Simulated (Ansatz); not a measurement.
`OB(O)S[SiH3]` + `CC(C)[TeH]` → `CC(C)[Te]B(O)O` + `[SiH3]S`  (ligand exchange at a B–S bond)

Program: Ansatz. Geometries: PBE0-D4/def2-TZVP. ΔE: electronic, gas phase. CCSD(T)/CBS adds triple-zeta CCSD(T) − MP2 to the extrapolated MP2 energy (def2 sets, frozen cores). Functionals use def2-TZVPP. Elements past krypton have def2 core potentials. For Te outer-core shells are correlated without core-valence functions, which leaves a few kJ/mol of doubt a bond. Each species was taken in one conformer, which may not be the lowest.

```csv
level,ΔE (kcal/mol),difference from CCSD(T)/CBS
LDA (SPW92),4.1,2.4
revPBE-D4,3.8,2.1
PBE0-D4,3.1,1.4
r2SCAN0-D4,3.2,1.5
BHLYP-D4,2.8,1.1
ωB97X-V,2.8,1.1
PBE-QIDH,2.7,1.0
r2SCANh,3.5,1.8
r2SCAN0,3.4,1.7
CCSD/CBS(def2),1.8,0.1
CCSD(T)/CBS,1.7,0
```

Largest T1 diagnostic among the species: 0.013.

At CCSD(T), def2-SVP lies +1.2 kcal/mol from the extrapolated value and def2-TZVPP +0.4 kcal/mol. Leaving LDA and LC-ωPBE aside and taking each functional with its dispersion term where it has one, the values, not all of them listed here, spread over 2.5 kcal/mol, from B2PLYP to B97M-V. LDA lies +0.7 kcal/mol from PBE without D4.

CCSD(T)/CBS has its own doubt, a few kJ/mol and more with outer-core shells, so smaller differences from it don't rank the levels.
